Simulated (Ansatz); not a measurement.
Method: Ansatz (an electronic-structure program) with B3LYP-D3(BJ)/def2-SVP. No frequencies were computed at this level.

Ansatz 0.2 input:
```yaml
crystal:
  periodic: [false, false, false]
  atoms:
    - { symbol: B, position_ang: [-2.265707, -1.106313, -0.109181] }
    - { symbol: C, position_ang: [-0.906699, -0.355051, -0.045795] }
    - { symbol: C, position_ang: [-0.82387, 1.040922, -0.057347] }
    - { symbol: C, position_ang: [0.41476, 1.668033, 0.004314] }
    - { symbol: C, position_ang: [1.5546, 0.896869, 0.075039] }
    - { symbol: C, position_ang: [1.390044, -0.494721, 0.080071] }
    - { symbol: O, position_ang: [2.477432, -1.284228, 0.146309] }
    - { symbol: N, position_ang: [0.218877, -1.090556, 0.023449] }
    - { symbol: H, position_ang: [-3.256388, -0.49117, -0.177131] }
    - { symbol: H, position_ang: [-2.281916, -2.271679, -0.087282] }
    - { symbol: H, position_ang: [-1.72793, 1.626713, -0.113787] }
    - { symbol: H, position_ang: [0.486275, 2.746453, -0.003058] }
    - { symbol: H, position_ang: [2.544932, 1.318713, 0.125375] }
    - { symbol: H, position_ang: [2.17559, -2.203984, 0.139025] }
basis:
  gaussian: { orbitals: def2-svp }
hamiltonian:
  xc: b3lyp
  dispersion: d3bj
relax:
  max_steps: 150
```

Output:

```
Functional definition: B3LYP
1638 factors; integrals over basis functions are off by at most 4.4e-4 eV
mean field evaluation 1: about -9480.7148 eV, gradient 5.7e1 eV
mean field evaluation 2: about -9478.7804 eV, gradient 6.6e1 eV
mean field evaluation 4: about -9488.4572 eV, gradient 4.8e0 eV
mean field evaluation 8: about -9488.5720 eV, gradient 1.4e-1 eV
mean field evaluation 16: about -9488.5720 eV, gradient 5.4e-5 eV
mean field -9488.57200932 eV, -348.6985897572 hartree, gradient 5.4e-5 eV, S^2 0.000000; 0 other end points of the search recorded, 0 dependent functions left out
reference -9488.57227633 eV, -348.6985995700 hartree; 28, 28 occupied and 114, 114 virtual orbitals, 1638 factors
relax step   1: F+E_penalty+E_count = -9489.20359520 eV  Δ(F+E_penalty+E_count) = +0.000e0 eV  max|allowed force component| = 9.694e-1 eV/Å  Δτ_max = 0.0000 Å  (29 SCF iters, accepted)
these checks for a lower state are left out or cut short: starts, cluster_reference, orbital_swaps, neighbouring_geometries, increment
1638 factors; integrals over basis functions are off by at most 4.8e-4 eV
mean field -9488.63698627 eV, -348.7009776163 hartree, gradient 1.0e-5 eV, S^2 0.000000; 0 other end points of the search recorded, 0 dependent functions left out
reference -9488.63725529 eV, -348.7009875027 hartree; 28, 28 occupied and 114, 114 virtual orbitals, 1638 factors
relax step   2: F+E_penalty+E_count = -9489.26669319 eV  Δ(F+E_penalty+E_count) = -6.310e-2 eV  max|allowed force component| = 3.018e-1 eV/Å  Δτ_max = 0.0330 Å  (34 SCF iters, accepted)
these checks for a lower state are left out or cut short: starts, cluster_reference, orbital_swaps, neighbouring_geometries, increment
1638 factors; integrals over basis functions are off by at most 5.0e-4 eV
mean field evaluation 32: about -9488.6447 eV, gradient 9.8e-6 eV
mean field -9488.64467756 eV, -348.7012602659 hartree, gradient 9.8e-6 eV, S^2 0.000000; 0 other end points of the search recorded, 0 dependent functions left out
reference -9488.64494757 eV, -348.7012701888 hartree; 28, 28 occupied and 114, 114 virtual orbitals, 1638 factors
relax step   3: F+E_penalty+E_count = -9489.27376711 eV  Δ(F+E_penalty+E_count) = -7.074e-3 eV  max|allowed force component| = 5.633e-2 eV/Å  Δτ_max = 0.0169 Å  (34 SCF iters, accepted)
these checks for a lower state are left out or cut short: starts, cluster_reference, orbital_swaps, neighbouring_geometries, increment
1638 factors; integrals over basis functions are off by at most 5.0e-4 eV
mean field -9488.64451659 eV, -348.7012543505 hartree, gradient 1.0e-5 eV, S^2 0.000000; 0 other end points of the search recorded, 0 dependent functions left out
reference -9488.64478656 eV, -348.7012642715 hartree; 28, 28 occupied and 114, 114 virtual orbitals, 1638 factors
relax step   4: F+E_penalty+E_count = -9489.27385507 eV  Δ(F+E_penalty+E_count) = -8.796e-5 eV  max|allowed force component| = 5.063e-2 eV/Å  Δτ_max = 0.0045 Å  (27 SCF iters, accepted)
these checks for a lower state are left out or cut short: starts, cluster_reference, orbital_swaps, neighbouring_geometries, increment
1638 factors; integrals over basis functions are off by at most 5.0e-4 eV
mean field -9488.64480521 eV, -348.7012649571 hartree, gradient 8.6e-6 eV, S^2 0.000000; 0 other end points of the search recorded, 0 dependent functions left out
reference -9488.64507533 eV, -348.7012748837 hartree; 28, 28 occupied and 114, 114 virtual orbitals, 1638 factors
relax step   5: F+E_penalty+E_count = -9489.27401104 eV  Δ(F+E_penalty+E_count) = -1.560e-4 eV  max|allowed force component| = 1.795e-2 eV/Å  Δτ_max = 0.0069 Å  (27 SCF iters, accepted)
these checks for a lower state are left out or cut short: starts, cluster_reference, orbital_swaps, neighbouring_geometries, increment
1638 factors; integrals over basis functions are off by at most 5.0e-4 eV
mean field -9488.64482501 eV, -348.7012656845 hartree, gradient 8.3e-5 eV, S^2 0.000000; 0 other end points of the search recorded, 0 dependent functions left out
reference -9488.64509515 eV, -348.7012756121 hartree; 28, 28 occupied and 114, 114 virtual orbitals, 1638 factors
relax step   6: F+E_penalty+E_count = -9489.27403680 eV  Δ(F+E_penalty+E_count) = -2.576e-5 eV  max|allowed force component| = 3.835e-3 eV/Å  Δτ_max = 0.0026 Å  (23 SCF iters, accepted)
1638 factors; integrals over basis functions are off by at most 5.0e-4 eV
mean field evaluation 64: about -9488.6448 eV, gradient 3.7e-4 eV
mean field -9488.64482501 eV, -348.7012656845 hartree, gradient 8.3e-5 eV, S^2 0.000000; 1 other end points of the search recorded, 0 dependent functions left out
reference -9488.64509515 eV, -348.7012756121 hartree; 28, 28 occupied and 114, 114 virtual orbitals, 1638 factors
Total energy: -9489.27430694 eV, -348.7243987191 hartree
Atom 0 at    -2.268107    -1.099590    -0.109848 Å, force    -0.000676    -0.000721    -0.000146 eV/Å
Atom 1 at    -0.903145    -0.364693    -0.044708 Å, force    -0.002149     0.003835    -0.000082 eV/Å
Atom 2 at    -0.835178     1.039010    -0.057096 Å, force     0.001390    -0.001622     0.000268 eV/Å
Atom 3 at     0.415389     1.672002     0.003452 Å, force    -0.003428     0.001227    -0.000287 eV/Å
Atom 4 at     1.560443     0.894574     0.074172 Å, force     0.002955    -0.001386     0.000198 eV/Å
Atom 5 at     1.402754    -0.510283     0.081485 Å, force    -0.001684    -0.002114     0.000141 eV/Å
Atom 6 at     2.506205    -1.276065     0.149647 Å, force    -0.001006     0.002769    -0.000055 eV/Å
Atom 7 at     0.231893    -1.114137     0.025192 Å, force     0.000839    -0.001504    -0.000115 eV/Å
Atom 8 at    -3.285759    -0.453105    -0.173161 Å, force     0.001520     0.000933     0.000284 eV/Å
Atom 9 at    -2.313907    -2.302021    -0.097422 Å, force     0.000834    -0.000286    -0.000135 eV/Å
Atom 10 at    -1.755322     1.622882    -0.113560 Å, force    -0.000594    -0.000444    -0.000067 eV/Å
Atom 11 at     0.490967     2.762102    -0.004751 Å, force     0.001690     0.000000     0.000022 eV/Å
Atom 12 at     2.561736     1.325127     0.123518 Å, force    -0.000840     0.000470    -0.000160 eV/Å
Atom 13 at     2.192031    -2.195801     0.143081 Å, force     0.001149    -0.001156     0.000137 eV/Å
Dipole moment:     0.144505     0.329759     0.004020 e Å
```

Cost: roughly 60 core-seconds.
